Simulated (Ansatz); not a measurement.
(1) Predict a relaxed structure of `C[Si](C)(C)O[Si](C)(C)O[Si](C)(C)O[Si](C)(C)O[Si](C)(C)O[Si](C)(C)O[Si](C)(C)O[Si](C)(C)O[Si](C)(C)O[Si](C)(C)C`, charge 0, singlet, at r2SCAN-D4/def2-SVP (Ansatz).

Results:

(1) 
```xyz
107

C    -2.812   -1.145   -8.877
Si   -1.941   -2.704   -8.299
C    -3.155   -4.131   -8.195
C    -0.505   -3.128   -9.420
O    -1.298   -2.433   -6.777
Si   -1.604   -1.777   -5.279
C    -1.458    0.078   -5.367
C    -3.276   -2.339   -4.665
O    -0.429   -2.374   -4.260
Si    0.708   -3.601   -4.395
C    -0.147   -5.175   -4.919
C     2.051   -3.080   -5.572
O     1.360   -3.805   -2.883
Si    0.960   -3.458   -1.303
C    -0.815   -3.960   -0.998
C     2.175   -4.340   -0.207
O     1.133   -1.831   -1.029
Si    0.632   -0.285   -1.393
C     1.446    0.297   -2.961
C    -1.234   -0.237   -1.460
O     1.148    0.679   -0.143
Si    1.582    0.502    1.457
C     0.421   -0.708    2.281
C     3.365   -0.014    1.561
O     1.422    2.001    2.164
Si    0.232    3.168    2.246
C     0.949    4.622    3.159
C    -0.362    3.588    0.530
O    -1.068    2.544    3.076
Si   -1.912    2.382    4.493
C    -3.721    2.583    4.105
C    -1.509    0.726    5.258
O    -1.487    3.601    5.548
Si   -0.381    3.850    6.763
C    -1.058    3.182    8.371
C    -0.018    5.675    6.864
O     0.988    3.006    6.360
Si    2.587    2.563    6.563
C     3.672    4.061    6.248
C     2.819    1.950    8.321
C     2.930    1.213    5.316
H    -3.653   -0.884   -8.212
H    -2.119   -0.287   -8.895
H    -3.222   -1.265   -9.894
H    -2.664   -5.044   -7.820
H    -3.990   -3.898   -7.515
H    -3.585   -4.365   -9.184
H     0.221   -2.299   -9.460
H    -0.839   -3.333  -10.451
H     0.028   -4.022   -9.056
H    -2.251    0.507   -6.002
H    -0.486    0.368   -5.797
H    -1.537    0.539   -4.369
H    -4.091   -1.969   -5.309
H    -3.470   -1.975   -3.642
H    -3.331   -3.440   -4.646
H    -0.594   -5.057   -5.920
H    -0.954   -5.433   -4.213
H     0.555   -6.023   -4.952
H     2.541   -2.160   -5.215
H     1.628   -2.883   -6.570
H     2.826   -3.858   -5.670
H    -0.948   -5.047   -1.121
H    -1.147   -3.691    0.018
H    -1.481   -3.454   -1.718
H     2.128   -5.432   -0.351
H     1.984   -4.126    0.856
H     3.201   -4.012   -0.440
H     1.190    1.346   -3.181
H     1.124   -0.328   -3.809
H     2.542    0.226   -2.868
H    -1.609   -0.903   -2.253
H    -1.606    0.782   -1.659
H    -1.664   -0.571   -0.502
H     0.473   -1.694    1.792
H     0.663   -0.835    3.349
H    -0.616   -0.339    2.215
H     3.692   -0.146    2.605
H     3.512   -0.968    1.028
H     4.013    0.743    1.092
H     0.200    5.420    3.286
H     1.816    5.041    2.623
H     1.280    4.303    4.160
H     0.476    3.887   -0.120
H    -1.098    4.408    0.553
H    -0.839    2.707    0.073
H    -4.342    2.463    5.007
H    -4.053    1.844    3.358
H    -3.913    3.588    3.694
H    -2.069    0.570    6.195
H    -0.432    0.675    5.489
H    -1.751   -0.104    4.576
H    -1.223    2.095    8.301
H    -2.020    3.655    8.627
H    -0.360    3.362    9.205
H    -0.941    6.251    7.038
H     0.434    6.037    5.927
H     0.680    5.898    7.688
H     3.427    4.885    6.938
H     3.545    4.434    5.219
H     4.739    3.817    6.386
H     2.615    2.747    9.056
H     3.850    1.597    8.492
H     2.138    1.111    8.540
H     2.664    1.561    4.304
H     2.331    0.313    5.532
H     3.993    0.919    5.314
```
 This is one stationary point.

Single mean-field runs in def2-SVP are fitted with def2-universal-jkfit.
